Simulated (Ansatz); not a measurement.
`OC[AsH2]` and `O[SiH2][AsH2]` differ in one element.

Ansatz, PBE0-D4/def2-TZVP geometries, multiplicity 1. Each molecule was computed in one conformer, which needn't be the lowest.

Scalar relativity is left out up to krypton.

| property | `OC[AsH2]` |
| --- | --- |
| ideal-gas entropy at 298 K and 1 bar (rigid rotor, harmonic PBE0-D4/def2-TZVP) / J/(mol·K) | 301 |
| HOMO–LUMO gap (B3LYP/def2-TZVPP) / eV | 6.74 |
| HOMO–LUMO gap (PBE0/def2-TZVPP) / eV | 7.23 |
| HOMO energy (B3LYP/def2-TZVPP) / eV | -6.91 |
| HOMO energy (ωB97M-V/def2-TZVPP) / eV | -9.29 |
| size of the dipole moment (PBE/def2-TZVPP) / D | 1.47 |

What does the change do to each property? (Best estimate.)

The calculation gave: 
```json
{"property": "ideal-gas entropy at 298 K and 1 bar (rigid rotor, harmonic PBE0-D4/def2-TZVP) / J/(mol·K)", "`O[SiH2][AsH2]`": "326", "shift": "25"}
{"property": "HOMO–LUMO gap (B3LYP/def2-TZVPP) / eV", "`O[SiH2][AsH2]`": "6.89", "shift": "0.15"}
{"property": "HOMO–LUMO gap (PBE0/def2-TZVPP) / eV", "`O[SiH2][AsH2]`": "7.33", "shift": "0.10"}
{"property": "HOMO energy (B3LYP/def2-TZVPP) / eV", "`O[SiH2][AsH2]`": "-7.23", "shift": "-0.32"}
{"property": "HOMO energy (ωB97M-V/def2-TZVPP) / eV", "`O[SiH2][AsH2]`": "-9.50", "shift": "-0.21"}
{"property": "size of the dipole moment (PBE/def2-TZVPP) / D", "`O[SiH2][AsH2]`": "1.46", "shift": "-0.01"}
```

With PBE0 the HOMO falls by 0.34 eV and the LUMO falls by 0.22 eV, so the gap widens by about 0.12 eV. PBE moves the HOMO by -0.51 eV and ωB97M-V by -0.21 eV. Dipoles are sizes alone; their direction can turn.

B3LYP here is the variant with VWN-RPA as its local correlation; programs differ in this.
